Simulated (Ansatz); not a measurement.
`CCS[Si](O)(O)O` and `O[SiH](Cl)[Si](O)(O)O` differ in one atom or group.

Ansatz, PBE0-D4/def2-TZVP geometries, multiplicity 1. Each molecule was computed in one conformer, which needn't be the lowest.

| property | `CCS[Si](O)(O)O` |
| --- | --- |
| HOMO–LUMO gap (ωB97M-V/def2-TZVPP) / eV | 11.18 |
| size of the dipole moment (PBE/def2-TZVPP) / D | 0.64 |
| HOMO–LUMO gap (B3LYP/def2-TZVPP) / eV | 6.88 |
| HOMO energy (PBE0/def2-TZVPP) / eV | -6.98 |
| LUMO energy (PBE0/def2-TZVPP) / eV | 0.49 |
| size of the dipole moment (B3LYP/def2-TZVPP) / D | 0.61 |

(1) Give the same properties after the change, and the shifts. (An estimate is asked.)

Answers

(1) Computed: 
| property | `O[SiH](Cl)[Si](O)(O)O` | shift |
| --- | --- | --- |
| HOMO–LUMO gap (ωB97M-V/def2-TZVPP) / eV | 11.39 | 0.21 |
| size of the dipole moment (PBE/def2-TZVPP) / D | 1.36 | 0.72 |
| HOMO–LUMO gap (B3LYP/def2-TZVPP) / eV | 7.19 | 0.31 |
| HOMO energy (PBE0/def2-TZVPP) / eV | -7.91 | -0.93 |
| LUMO energy (PBE0/def2-TZVPP) / eV | -0.31 | -0.80 |
| size of the dipole moment (B3LYP/def2-TZVPP) / D | 1.37 | 0.76 |

With PBE0 the HOMO falls by 0.93 eV and the LUMO falls by 0.80 eV, so the gap widens by about 0.13 eV. PBE moves the HOMO by -0.88 eV and ωB97M-V by -0.81 eV. Dipoles are sizes alone; their direction can turn.

B3LYP here is the variant with VWN-RPA as its local correlation; programs differ in this.
